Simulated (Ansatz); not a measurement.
Isomers of CH4Si, B3LYP-D3(BJ)/def2-TZVP minima from an xTB search, which can miss the lowest.
Isomer 1, SMILES C=[SiH2] (charge 0, multiplicity 1, Z-matrix in Å and degrees):
```
Si
C 1 1.7009
H 2 1.0823 1 122.25
H 2 1.0823 3 115.51 1 180.00
H 1 1.4730 2 122.63 3 -180.00
H 1 1.4730 5 114.74 2 180.00
```
Isomer 2, SMILES C[SiH] (charge 0, multiplicity 1, Z-matrix in Å and degrees):
```
C
H 1 1.0899
H 1 1.0968 2 108.88
H 1 1.0969 2 108.86 3 114.68
Si 1 1.9014 2 113.58 4 122.61
H 5 1.5282 1 94.40 2 179.92
```

Cores are frozen in the correlated methods.

Run with Ansatz (Gaussian orbitals). Values without a source in brackets are computed.

The energy of isomer 2 above isomer 1 is E(isomer 2) − E(isomer 1). Total energies (hartree):

```tsv
level	isomer 2	isomer 1
HF/cc-pV(T+d)Z	-329.0933759	-329.0897546
CCSD(T)/cc-pV(T+d)Z	-329.4270921	-329.4298521
HF/cc-pV(Q+d)Z	-329.0986873	-329.0961698
CCSD(T)/cc-pV(Q+d)Z	-329.4479474	-329.4524274
```

Q: Work out the energy of isomer 2 above isomer 1 at the basis-set limit: extrapolate the CCSD(T) correlation part as X⁻³, take Hartree–Fock from the larger set.

A: 
1. Differences (1 hartree = 627.509 kcal/mol): HF/cc-pV(T+d)Z -2.272; CCSD(T)/cc-pV(T+d)Z 1.732; HF/cc-pV(Q+d)Z -1.580; CCSD(T)/cc-pV(Q+d)Z 2.811.
2. Correlation parts, CCSD(T) less HF: 4.004 in cc-pV(T+d)Z (X = 3), 4.391 in cc-pV(Q+d)Z (X = 4).
3. Limit (4³·(4.391) − 3³·(4.004))/(4³ − 3³) = 4.673; with HF/cc-pV(Q+d)Z it gives 3.093.
Result: 3.09 kcal/mol, against 1.73 at CCSD(T)/cc-pV(T+d)Z. It is an estimate of this method's limit, not of the exact value.

Ansatz is a first-principles code.
